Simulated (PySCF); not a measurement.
# Excited states of Tl+ (thallium, charge +1)

Ground state [Xe] 4f14 5d10 6s2, ¹S. Computed with PySCF 2.14 in aug-cc-pVTZ-PP with ECP60MDF, with a scalar-relativistic core potential. Vertical excitation energies in eV without spin-orbit coupling; excited terms of each kind are numbered among those the solver found. Frozen: 5s2 5p6.

```csv
term,leading excitation,EOM-EE-CCSD,measured centre of gravity (NIST)
1 3P°,6s → p,6.800,7.098 (5d106s6p)
1 1P°,6s → p,9.219,9.381 (5d106s6p)
1 3S,6s → s,12.583,13.047 (5d106s7s)
1 1S,6s → s,12.929,13.390 (5d106s7s)
1 1D,6s → d,13.840,14.279 (5d106s6d)
1 3D,6s → d,13.943,14.452 (5d106s6d)
2 3P°,6s → p,14.466,n/a
2 1P°,6s → p,14.811,n/a
2 3S,6s → s,16.796,n/a
2 1S,6s → s,17.051,n/a
2 3D,6s → d,17.700,n/a
2 1D,6s → d,18.657,n/a
1 3F°,6s → f,18.849,16.885 (5d106s5f)
1 1F°,6s → f,18.922,n/a
```

Only the lower part of the computed list is shown. Doubly excited terms such as np² are absent. The solver can miss terms. Rydberg members are limited by the diffuse functions of the basis.
